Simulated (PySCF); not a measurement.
How methods differ on the excitation energy of Ne²⁺

Ne²⁺ [He] 2s2 2p4 (3P) → Ne²⁺ [He] 2s1 2p4 3d1 (high-spin determinant), as a difference of total energies. Computed with PySCF 2.14 in aug-cc-pwCVDZ (5s4p2d, 27 functions), with no relativity, point nucleus. Correlated levels: valence: 1s2 frozen. The calculations carry no spin-orbit coupling.

```json
{"method": "UHF", "excitation energy (eV)": "83.041"}
{"method": "SCS-MP2 (valence)", "excitation energy (eV)": "83.987"}
{"method": "CCSD(T) (valence)", "excitation energy (eV)": "83.482"}
{"method": "CCSDT (valence)", "excitation energy (eV)": "83.312"}
```

Estimate what MP2 (valence) gives.

83.891 eV, closest to SCS-MP2 (valence) among the rows shown.

Estimate what CCSD (valence) gives.

83.614 eV, closest to CCSD(T) (valence) among the rows shown.

The upper state lies above the first ionisation limit, where it may autoionise and the basis confines it. A Rydberg-like electron needs more diffuse functions than a valence basis has.

The promoted electron is Rydberg-like, and one or two diffuse shells describe it only roughly, which tends to raise the upper state.

The coupled-cluster amplitudes are large for the upper state (T1 above 0.03 or a double amplitude above 0.15), so a single reference is strained.

The determinant of the upper state mixes LS terms, which raises its energy above the lowest term, most at the Hartree-Fock and MP2 levels.
